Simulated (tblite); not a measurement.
Compound: C₈H₁₃ClO.
Cartesian coordinates in Å at the GFN2-xTB level; atoms count from 1:
```
atom  x, y, z in Å
C1    -2.4879    1.5520   -0.5770
C2    -2.5380    0.3427   -0.0491
C3    -1.3524   -0.4602    0.3599
Cl4   -1.2312   -0.2941    2.1507
C5    -1.3223   -1.9401   -0.0559
C6     0.1249   -1.7659   -0.5387
C7    -0.0002   -0.2436   -0.3496
C8     1.1120    0.4615    0.4095
O9     2.1966    0.6500   -0.4714
C10    3.3220    1.2051    0.1558
H11   -3.3825    2.0901   -0.8387
H12   -1.5540    2.0527   -0.7682
H13   -3.4883   -0.1356    0.1525
H14   -1.4753   -2.6533    0.7501
H15   -2.0278   -2.1494   -0.8583
H16    0.3303   -2.0947   -1.5536
H17    0.8537   -2.2104    0.1345
H18   -0.1409    0.2719   -1.3009
H19    1.4261   -0.1384    1.2764
H20    0.7538    1.4343    0.7852
H21    4.0846    1.3136   -0.6125
H22    3.0945    2.1878    0.5880
H23    3.6974    0.5512    0.9533
```

Computed with GFN2-xTB (tblite): harmonic, unscaled wavenumbers at the GFN2-xTB geometry, gas phase. The method is semi-empirical: single wavenumbers can be off by several per cent or more. One conformer, not necessarily the lowest.

Harmonic wavenumbers (cm⁻¹): 34.2, 67.9, 77.3, 87.6, 113.7, 174.8, 224.6, 230.6, 255.7, 297.4, 342.7, 379.8, 468.4, 499.5, 576.3, 625.1, 723.9, 817.9, 859.8, 902.1, 924.0, 951.6, 988.1, 1010.4, 1020.9, 1038.3, 1081.3, 1108.8, 1116.4, 1123.6, 1133.2, 1145.4, 1155.5, 1178.5, 1195.5, 1223.0, 1233.5, 1246.3, 1279.2, 1285.3, 1304.4, 1356.2, 1405.7, 1407.5, 1456.1, 1469.3, 1477.2, 1490.5, 1497.4, 1703.2, 2834.7, 2878.0, 2890.7, 2915.4, 2979.5, 3002.3, 3020.7, 3028.9, 3029.5, 3032.8, 3053.7, 3110.2, 3135.6.

A = 1551, B = 703.5, C = 690.3 MHz; mass 160.065 u (most abundant isotopes); point group C1, symmetry number 1.

Problem. What is the zero-point energy?

Solution. Half the sum of the wavenumbers: 41839 cm⁻¹ = 500.50 kJ/mol.

Problem. Entropy at 273.15 K, 1 bar (ideal gas, RRHO, classical rotation)?

Solution. Translation 170.34, rotation 126.25, vibration 141.08: S = 437.7 J/(mol K).

Problem. And Cp and H(273.15 K) − H(0)?

Solution. Cp = 168.42 J/(mol K), of which vibrations give 135.16 (their classical limit is 63 R = 523.8); H(273.15 K) − H(0) = 28.65 kJ/mol without the zero-point energy, 19.57 from vibrations.

Problem. Which modes carry the vibrational entropy at 273.15 K?

Solution. 34.2 cm⁻¹: 22.58; 67.9 cm⁻¹: 16.91; 77.3 cm⁻¹: 15.84; 87.6 cm⁻¹: 14.82; 113.7 cm⁻¹: 12.70; 174.8 cm⁻¹: 9.29 J/(mol K); the other 57 give 48.94 together.

Problem. What must be added to the electronic energy to get the Gibbs energy at 273.15 K and 1 bar?

Solution. ZPE + [H(273.15 K) − H(0)] − T·S = 500.50 + 28.65 − 119.55 = 409.60 kJ/mol.

Problem. Blend soft modes into free rotors: weight 1/[1 + (100 cm⁻¹/ν̃)⁴] for the oscillator and the rest for a rotor with moment μB/(μ + B), μ = h/(8π²ν), B = 10⁻⁴⁴ kg m². What vibrational entropy results?

Solution. 127.05 J/(mol K) in place of 141.08, which changes −T·S at 273.15 K by +3.83 kJ/mol.

Hindered rotation and anharmonicity are outside this model. Other conformers, if any are populated, would add a mixing term that is left out. The structure is chiral; the term R ln 2 for an equal mix with its mirror image is left out.

The run took 0.94 s of wall time on an Arm Neoverse V2 with one thread, shared host with 96 logical CPUs at a one-minute load of 30. This covers the Hessian and the dipole derivatives.
